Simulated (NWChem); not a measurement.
Si₂NH₇O; SMILES [SiH2](O[SiH3])N

```xyz
11

Si     0.2341     1.7658    -0.0395
O     -0.7777     0.4830     0.3234
Si    -0.6861    -1.1887     0.1067
N      0.9208    -1.8239    -0.0074
H      0.6954     1.7133    -1.4746
H     -0.5299     3.0372     0.1837
H      1.4539     1.7651     0.8449
H     -1.3555    -1.7910     1.3023
H     -1.3762    -1.5347    -1.1796
H      1.5443    -1.8476     0.8020
H      1.4485    -1.7648    -0.8805
```
Atoms are numbered in this order, from 1.

Level: PBE-D3(BJ)/def2-SVP (NWChem), optimised geometry, unscaled harmonic frequencies. 

```tsv
frequency (cm⁻¹)	IR intensity (km/mol)
10	0.2
68	0.2
74	0.1
258	20.1
301	76.8
347	174.6
536	23.8
599	6.3
697	35.9
713	35.1
774	25.6
832	9.6
864	58.5
891	515.0
907	134.6
915	83.9
920	112.0
977	160.0
1024	261.3
1490	36.9
2144	112.6
2152	125.8
2186	136.1
2191	109.5
2206	126.7
3504	25.0
3602	30.4
```

```
Item                                                                               Result
-----------------------------------------------------------------------  ----------------
zero-point energy                                                           44.6 kcal/mol
thermal correction to the enthalpy at 298.15 K (with zero-point energy)     50.0 kcal/mol
heat capacity Cv                                                         25.4 cal/(mol K)
entropy at 298.15 K and 1 atm (symmetry number 1)                        89.4 cal/(mol K)
dipole moment                                                                      1.87 D
```

Rigid rotor and harmonic oscillator; modes under 100 cm⁻¹ make the entropy uncertain.
